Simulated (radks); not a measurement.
Task: Nb4+, configuration [Kr] 4d0.5 5p0.5 (fractional occupations, a model configuration). Method: non-relativistic Kohn-Sham, RPBE, spin-polarised, spherical densities, point nucleus; open shells are filled with parallel spins first (spin-orbit coupling, left out, can overturn this in heavy ions); relativity is left out, which matters for an element this heavy; computed with a radial shooting solver on a logarithmic mesh with Libxc functionals. Some entries of the table are withheld. Estimate them.

| orbital | occ. | eigenvalue (hartree) | <1/r> (bohr^-1) | r(max) (bohr) |
|---|---|---|---|---|
| 1s up | 1 | -676.5957 | 40.49 | 0.02460 |
| 1s down | 1 | -676.5953 | 40.49 | 0.02460 |
| 2s up | 1 | -94.73022 | 9.107 | 0.1376 |
| 2s down | 1 | -94.72716 | 9.107 | 0.1376 |
| 2p up | 3 | -87.17566 | 9.097 | 0.1084 |
| 2p down | 3 | -87.17317 | 9.097 | 0.1084 |
| 3s up | 1 | -17.29142 | 3.140 | 0.4062 |
| 3s down | 1 | -17.28962 | 3.140 | 0.4062 |
| 3p up | 3 | -14.42222 | 3.045 | 0.3940 |
| 3p down | 3 | -14.42007 | 3.045 | 0.3940 |
| 3d up | 5 | -9.18759 | 2.859 | 0.3343 |
| 3d down | 5 | -9.18441 | 2.859 | 0.3344 |
| 4s up | 1 | -3.80489 | 1.167 | 1.048 |
| 4s down | 1 | -3.78478 | 1.169 | 1.047 |
| 4p up | 3 | -2.98455 | 1.065 | 1.115 |
| 4p down | 3 | -2.96266 | 1.067 | 1.113 |
| 4d up | 0.5 | -1.70520 | 0.8330 | (1) |
| 4d down | 0 | -1.68092 | 0.8340 | (2) |
| 5s up | 0 | -1.31735 | 0.4983 | (3) |
| 5s down | 0 | -1.29470 | 0.5035 | (4) |
| 5p up | 0.5 | -1.09190 | 0.4439 | 2.762 |
| 5d up | 0 | -0.75663 | 0.3508 | 3.600 |
| 4f up | 0 | -0.71830 | 0.4084 | 2.522 |
| 6p up | 0 | -0.58473 | 0.2589 | 5.315 |

Result: 
(1) 4d up r(max) (bohr): 1.327
(2) 4d down r(max) (bohr): 1.323
(3) 5s up r(max) (bohr): 2.470
(4) 5s down r(max) (bohr): 2.467
